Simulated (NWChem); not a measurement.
Everything below was run with NWChem. System: H$_{2}$As, charge 0, spin multiplicity 2, at a geometry optimised with UPBE0/def2-SVP. The structure started from a generated list of species. Its SCF solution wasn't tested for a lower state. Level: evGW0@UPBE/def2-TZVP, RI basis def2-tzvp-rifit, 6 cycles.

The NWChem input:

```
start mol
memory heap 200 mb stack 700 mb global 1700 mb
geometry units angstroms nocenter noautoz
  As     0.000000     0.000000    -0.061399
  H     -1.088753     0.000000     1.013079
  H      1.088753     0.000000     1.013079
  symmetry group C2v
end
basis spherical
  * library def2-tzvp
end
basis "ri basis" bse spherical
  * library def2-tzvp-rifit
end
dft
  xc xpbe96 cpbe96
  odft
  mult 2
  iterations 100
  direct
  tolerances tight
end
task dft energy
gw
  evgw0 6
  states alpha occ -1 vir -1
  states beta occ -1 vir -1
end
task dft gw
```

Output (cleaned and shortened):

```
             Northwest Computational Chemistry Package (NWChem) 7.3.0
             --------------------------------------------------------

                                NWChem Input Module
                                -------------------

 Scaling coordinates for geometry "geometry" by  1.889725989
 (inverse scale =  0.529177249)

 Turning off AUTOSYM since
 SYMMETRY directive was detected!

                             Geometry "geometry" -> ""
                             -------------------------

 Output coordinates in angstroms (scale by  1.889725989 to convert to a.u.)

  No.       Tag          Charge          X              Y              Z
 ---- ---------------- ---------- -------------- -------------- --------------
    1 As                  33.0000     0.00000000     0.00000000    -0.06139900
    2 H                    1.0000    -1.08875300     0.00000000     1.01307900
    3 H                    1.0000     1.08875300     0.00000000     1.01307900

 Effective nuclear repulsion energy (a.u.)      23.0752190404

            Nuclear Dipole moment (a.u.)
            ----------------------------
        X                 Y               Z
 ---------------- ---------------- ----------------
     0.0000000000     0.0000000000    -0.0000170075

      Symmetry information
      --------------------

 Group name             C2v
 Group number             16
 Group order               4
 No. of unique centers     2

      Symmetry unique atoms

     1    2


 Summary of "ao basis" -> "" (spherical)
 ------------------------------------------------------------------------------
       Tag                 Description            Shells   Functions and Types
 ---------------- ------------------------------  ------  ---------------------
 *                         def2-tzvp                  on all atoms

 new library libraries.bse/

 Summary of "ri basis" -> "" (spherical)
 ------------------------------------------------------------------------------
       Tag                 Description            Shells   Functions and Types
 ---------------- ------------------------------  ------  ---------------------
 *                      def2-tzvp-rifit               on all atoms

  pbe96 is a nonlocal functional; adding pw91lda local functional.

                                 NWChem DFT Module
                                 -----------------

 Summary of "ao basis" -> "ao basis" (spherical)
 ------------------------------------------------------------------------------
       Tag                 Description            Shells   Functions and Types
 ---------------- ------------------------------  ------  ---------------------
 As                        def2-tzvp                16       48   6s5p4d1f
 H                         def2-tzvp                 4        6   3s1p

 Summary of "ao basis" -> "ao basis" (spherical)
 ------------------------------------------------------------------------------
       Tag                 Description            Shells   Functions and Types
 ---------------- ------------------------------  ------  ---------------------
 As                        def2-tzvp                16       48   6s5p4d1f
 H                         def2-tzvp                 4        6   3s1p

      Symmetry analysis of basis
      --------------------------

        a1         26
        a2          6
        b1         16
        b2         12

            General Information
            -------------------
          SCF calculation type: DFT
[...]
@GW        52         71.257           0.000
@GW        53         76.901           0.000
@GW        54         85.634           0.000
@GW        55         92.777           0.000
@GW        56         92.778           0.000
@GW        57         92.506           0.000
@GW        58         94.574           0.000
@GW        59        103.247           0.000
@GW        60        173.551           0.000

  *** G5W0

          Solving quasiparticle equations

                  Alpha Orbitals
          State     Energy (eV)     Error (eV)
          -----------------------------------
@GW         1     -11567.923           0.000
@GW         2      -1499.794           0.000
@GW         3      -1334.911           0.000
@GW         4      -1334.145           0.000
@GW         5      -1334.136           0.000
@GW         6       -206.786           0.000
@GW         7       -151.826           0.000
@GW         8       -150.552           0.000
@GW         9       -151.465           0.000
@GW        10        -48.920           0.000
@GW        11        -48.874           0.000
@GW        12        -48.912           0.000
@GW        13        -48.633           0.000
@GW        14        -48.631           0.000
@GW        15        -18.593           0.000
@GW        16        -12.756           0.000
@GW        17        -10.901           0.000
@GW        18         -9.033           0.000
@GW        19          3.004           0.000
@GW        20          3.186           0.000
@GW        21          7.042           0.000
@GW        22          7.521           0.000
@GW        23          8.517           0.000
@GW        24          8.550           0.000
@GW        25          8.640           0.000
@GW        26         10.590           0.000
@GW        27         10.817           0.000
@GW        28         12.986           0.000
@GW        29         13.943           0.000
@GW        30         16.069           0.000
@GW        31         17.094           0.000
@GW        32         32.687           0.000
@GW        33         32.919           0.000
@GW        34         33.039           0.000
@GW        35         32.987           0.000
@GW        36         34.492           0.000
@GW        37         34.779           0.000
@GW        38         35.407           0.000
@GW        39         35.167           0.000
@GW        40         36.164           0.000
@GW        41         37.017           0.000
@GW        42         40.410           0.000
@GW        43         42.473           0.000
@GW        44         52.641           0.000
@GW        45         53.962           0.000
@GW        46         56.436           0.000
@GW        47         59.030           0.000
@GW        48         65.809           0.000
@GW        49         67.002           0.000
@GW        50         67.088           0.000
@GW        51         69.775           0.000
@GW        52         71.153           0.000
@GW        53         76.786           0.000
@GW        54         85.439           0.000
@GW        55         92.397           0.000
@GW        56         92.279           0.000
@GW        57         92.451           0.000
@GW        58         94.168           0.000
@GW        59        104.176           0.000
@GW        60        173.212           0.000

                   Beta Orbitals
          State     Energy (eV)     Error (eV)
          -----------------------------------
@GW         1     -11567.862           0.000
@GW         2      -1498.647           0.000
@GW         3      -1334.126           0.000
@GW         4      -1334.111           0.000
@GW         5      -1334.112           0.000
@GW         6       -206.759           0.000
@GW         7       -152.495           0.000
@GW         8       -151.823           0.000
@GW         9       -151.399           0.000
@GW        10        -48.682           0.000
@GW        11        -48.682           0.000
@GW        12        -48.858           0.000
@GW        13        -48.686           0.000
@GW        14        -48.586           0.000
@GW        15        -18.219           0.000
@GW        16        -12.631           0.000
@GW        17        -10.578           0.000
@GW        18         -0.474           0.000
@GW        19          3.148           0.000
@GW        20          3.383           0.000
@GW        21          7.761           0.000
@GW        22          7.560           0.000
@GW        23          8.420           0.000
@GW        24          9.044           0.000
@GW        25          9.072           0.000
@GW        26         10.827           0.000
@GW        27         11.436           0.000
@GW        28         13.134           0.000
@GW        29         14.192           0.000
@GW        30         16.154           0.000
@GW        31         17.640           0.000
@GW        32         33.050           0.000
@GW        33         33.556           0.000
@GW        34         33.375           0.000
@GW        35         33.826           0.000
@GW        36         34.631           0.000
@GW        37         35.160           0.000
@GW        38         35.359           0.000
@GW        39         36.610           0.000
@GW        40         36.494           0.000
@GW        41         37.822           0.000
@GW        42         41.757           0.000
@GW        43         41.322           0.000
@GW        44         52.837           0.000
@GW        45         54.426           0.000
@GW        46         56.430           0.000
@GW        47         59.197           0.000
@GW        48         66.201           0.000
@GW        49         66.943           0.000
@GW        50         67.746           0.000
@GW        51         69.926           0.000
@GW        52         71.259           0.000
@GW        53         76.903           0.000
@GW        54         85.640           0.000
@GW        55         92.777           0.000
@GW        56         92.779           0.000
@GW        57         92.510           0.000
@GW        58         94.577           0.000
@GW        59        103.254           0.000
@GW        60        173.549           0.000

     GW Timing Statistics
   ------------------------
   Init.   :          0.2s
     ERIs  :          0.5s
     Distr.:          0.0s
     Vxc   :          0.1s
   Sigma_x :          0.0s
   RPA     :          1.6s
   Wmn     :          1.4s
   Sigma_c :          1.6s
   GW total:          5.4s

 Task  times  cpu:        5.4s     wall:        5.4s

 Total times  cpu:       14.6s     wall:       14.6s
```
